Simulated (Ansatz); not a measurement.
`OC(S)S[SiH3]` + `OCS` → `OC([SiH3])S` + `OC(S)S`  (formal exchange of groups at the Si–S bond)

Gas-phase electronic energies from Ansatz, PBE0-D4/def2-TZVP geometries. CCSD(T)/CBS adds triple-zeta CCSD(T) − MP2 to the extrapolated MP2 energy (def2 sets, frozen cores). Functionals use def2-TZVPP. B3LYP here is the variant with VWN-RPA as its local correlation; programs differ in this. One conformer a species, not always the lowest.

| level | ΔE (kJ/mol) | difference from CCSD(T)/CBS |
| --- | --- | --- |
| PBE-D4 | 74.5 | -2.7 |
| B3LYP-D4 | 76.4 | -0.8 |
| B2PLYP | 77.6 | 0.4 |
| PBE0 | 78.1 | 0.9 |
| MP2/def2-TZVPP | 79.9 | 2.7 |
| SCS-MP2/def2-TZVPP | 78.9 | 1.7 |
| CCSD/def2-TZVPP | 76.7 | -0.5 |
| HF/def2-QZVPP | 85.3 | 8.1 |
| SCS-MP2/def2-QZVPP | 79.7 | 2.5 |
| MP2/CBS(def2) | 81.2 | 4.0 |
| CCSD(T)/CBS | 77.2 | 0 |

Largest T1 diagnostic among the species: 0.012.

From PBE to PBE0 (25 % exact exchange), in def2-TZVPP and without D4, ΔE moves by +3.8 kJ/mol. In def2-TZVPP, CCSD(T) changes the Hartree–Fock value by −9.6 kJ/mol (the triples alone add −0.7 kJ/mol) and MP2 by −5.7 kJ/mol.
